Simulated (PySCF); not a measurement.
In(Br)(Me)2 (C₂H₆BrIn), SMILES [CH3][In]([CH3])[Br]. Atoms are numbered in the order given.

```xyz
10

In     0.5689     0.4538     0.0513
Br    -1.4185    -1.1328    -0.1327
C      0.2371     2.2704    -1.0871
H      1.1856     2.6766    -1.4665
H     -0.2350     3.0152    -0.4282
H     -0.4424     2.0481    -1.9209
C      2.1202    -0.3860     1.3137
H      2.9567     0.3140     1.4464
H      2.4822    -1.3141     0.8474
H      1.6796    -0.6330     2.2905
```
Charge 0, spin multiplicity 1.

Geometry optimised at B3LYP-D3(BJ)/def2-SVP. The structure was generated by enumeration; whether it is a known compound was not checked. The def2 effective core potentials stand for the cores of In; spin–orbit coupling is left out.

Level of theory: B3LYP-D3(BJ)/def2-SVP run with PySCF.

Frequencies are harmonic and unscaled.

A small imaginary wavenumber (i) marks a very flat motion, where grid noise or a shallow saddle decides the sign.

Computed harmonic wavenumbers and intensities:
```json
[
 {"mode": "1", "ν (cm⁻¹)": "14i", "IR (km/mol)": "0.0", "Raman (Å⁴/amu)": "0.1", "depolarisation": "0.74", "moving atoms (share of kinetic energy)": "H 99 %"},
 {"mode": "2", "ν (cm⁻¹)": "23", "IR (km/mol)": "0.1", "Raman (Å⁴/amu)": "0.0", "depolarisation": "–", "moving atoms (share of kinetic energy)": "H 99 %"},
 {"mode": "3", "ν (cm⁻¹)": "95", "IR (km/mol)": "3.0", "Raman (Å⁴/amu)": "4.5", "depolarisation": "0.75", "moving atoms (share of kinetic energy)": "C 45 %, H 20 %, Br 18 %, In 16 %"},
 {"mode": "4", "ν (cm⁻¹)": "107", "IR (km/mol)": "3.6", "Raman (Å⁴/amu)": "3.5", "depolarisation": "0.75", "moving atoms (share of kinetic energy)": "C 59 %, H 30 %"},
 {"mode": "5", "ν (cm⁻¹)": "113", "IR (km/mol)": "1.7", "Raman (Å⁴/amu)": "0.1", "depolarisation": "0.75", "moving atoms (share of kinetic energy)": "C 43 %, In 29 %, H 25 %"},
 {"mode": "6", "ν (cm⁻¹)": "229", "IR (km/mol)": "30.1", "Raman (Å⁴/amu)": "7.4", "depolarisation": "0.16", "moving atoms (share of kinetic energy)": "Br 61 %, In 37 %"},
 {"mode": "7", "ν (cm⁻¹)": "465", "IR (km/mol)": "10.2", "Raman (Å⁴/amu)": "68.6", "depolarisation": "0.17", "moving atoms (share of kinetic energy)": "C 79 %, H 18 %"},
 {"mode": "8", "ν (cm⁻¹)": "515", "IR (km/mol)": "30.5", "Raman (Å⁴/amu)": "7.4", "depolarisation": "0.75", "moving atoms (share of kinetic energy)": "C 65 %, In 18 %, H 17 %"},
 {"mode": "9", "ν (cm⁻¹)": "655", "IR (km/mol)": "0.2", "Raman (Å⁴/amu)": "0.7", "depolarisation": "0.65", "moving atoms (share of kinetic energy)": "H 88 %, C 12 %"},
 {"mode": "10", "ν (cm⁻¹)": "704", "IR (km/mol)": "11.1", "Raman (Å⁴/amu)": "0.5", "depolarisation": "0.70", "moving atoms (share of kinetic energy)": "H 85 %, C 14 %"},
 {"mode": "11", "ν (cm⁻¹)": "727", "IR (km/mol)": "43.6", "Raman (Å⁴/amu)": "0.2", "depolarisation": "0.67", "moving atoms (share of kinetic energy)": "H 83 %, C 16 %"},
 {"mode": "12", "ν (cm⁻¹)": "750", "IR (km/mol)": "94.1", "Raman (Å⁴/amu)": "1.7", "depolarisation": "0.72", "moving atoms (share of kinetic energy)": "H 82 %, C 17 %"},
 {"mode": "13", "ν (cm⁻¹)": "1178", "IR (km/mol)": "1.3", "Raman (Å⁴/amu)": "3.6", "depolarisation": "0.69", "moving atoms (share of kinetic energy)": "H 82 %, C 18 %"},
 {"mode": "14", "ν (cm⁻¹)": "1182", "IR (km/mol)": "0.3", "Raman (Å⁴/amu)": "31.9", "depolarisation": "0.16", "moving atoms (share of kinetic energy)": "H 84 %, C 16 %"},
 {"mode": "15", "ν (cm⁻¹)": "1427", "IR (km/mol)": "0.4", "Raman (Å⁴/amu)": "7.7", "depolarisation": "0.74", "moving atoms (share of kinetic energy)": "H 95 %"},
 {"mode": "16", "ν (cm⁻¹)": "1429", "IR (km/mol)": "0.8", "Raman (Å⁴/amu)": "11.7", "depolarisation": "0.75", "moving atoms (share of kinetic energy)": "H 95 %"},
 {"mode": "17", "ν (cm⁻¹)": "1430", "IR (km/mol)": "2.7", "Raman (Å⁴/amu)": "8.8", "depolarisation": "0.74", "moving atoms (share of kinetic energy)": "H 95 %"},
 {"mode": "18", "ν (cm⁻¹)": "1433", "IR (km/mol)": "2.2", "Raman (Å⁴/amu)": "6.8", "depolarisation": "0.74", "moving atoms (share of kinetic energy)": "H 95 %"},
 {"mode": "19", "ν (cm⁻¹)": "3043", "IR (km/mol)": "9.7", "Raman (Å⁴/amu)": "56.4", "depolarisation": "0.03", "moving atoms (share of kinetic energy)": "H 98 %"},
 {"mode": "20", "ν (cm⁻¹)": "3044", "IR (km/mol)": "3.8", "Raman (Å⁴/amu)": "249.2", "depolarisation": "0.00", "moving atoms (share of kinetic energy)": "H 98 %"},
 {"mode": "21", "ν (cm⁻¹)": "3145", "IR (km/mol)": "3.4", "Raman (Å⁴/amu)": "116.5", "depolarisation": "0.74", "moving atoms (share of kinetic energy)": "H 91 %, C 9 %"},
 {"mode": "22", "ν (cm⁻¹)": "3151", "IR (km/mol)": "1.9", "Raman (Å⁴/amu)": "91.0", "depolarisation": "0.75", "moving atoms (share of kinetic energy)": "H 91 %, C 9 %"},
 {"mode": "23", "ν (cm⁻¹)": "3160", "IR (km/mol)": "3.9", "Raman (Å⁴/amu)": "119.1", "depolarisation": "0.74", "moving atoms (share of kinetic energy)": "H 90 %, C 10 %"},
 {"mode": "24", "ν (cm⁻¹)": "3166", "IR (km/mol)": "1.8", "Raman (Å⁴/amu)": "103.1", "depolarisation": "0.75", "moving atoms (share of kinetic energy)": "H 90 %, C 10 %"}
]
```
